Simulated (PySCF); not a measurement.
# HfH and its ions

ROHF-CCSD(T); PySCF, scalar-relativistic core potentials, basis sets Hf def2-TZVPPD with ECP60, H def2-TZVPPD. Neutral (ROHF): doublet (δ ↑), Re = 1.848 Å, ωe = 1668 cm⁻¹, De = 2.81 eV.

HfH⁺ (UHF): triplet (σ ↑, δ ↑), Re = 1.798 Å, ωe = 1827 cm⁻¹, De = 2.52 eV to Hf⁺ (5d1 6s2) + H. The energies at the minima are -48.23641 hartree for HfH and -47.98423 for HfH⁺.

(1) Work out the adiabatic ionisation energy, without and with harmonic zero-point energies (1 hartree = 27.2114 eV, 1 eV = 8065.5 cm⁻¹), and the change of the bond length.

Correlated steps freeze no core orbitals. UHF and ROHF references stand side by side, which adds small steps between rows. Spin–orbit coupling is left out, which matters for elements this heavy, above all for dissociation energies. For an ion De counts to the pair picked by the measured ionisation energies or electron affinities, which need not be the lowest pair at this level. With d or f electrons several states lie close, and the lowest PBE0 determinant need not be the measured ground state.

Neutral and ion stand on different kinds of reference determinant, which adds to the error of the difference.

Results:

(1) At CCSD(T): 0.25218 hartree = 6.862 eV between the minima; the zero-point term (1827.0 − 1668.0)/2 cm⁻¹ = +0.010 eV makes it 6.872 eV. Re changes by -5.0 pm against the neutral. The electron leaves a σ orbital, and the shorter bond of the ion fits an antibonding orbital, or a change in how ionic the bond is.
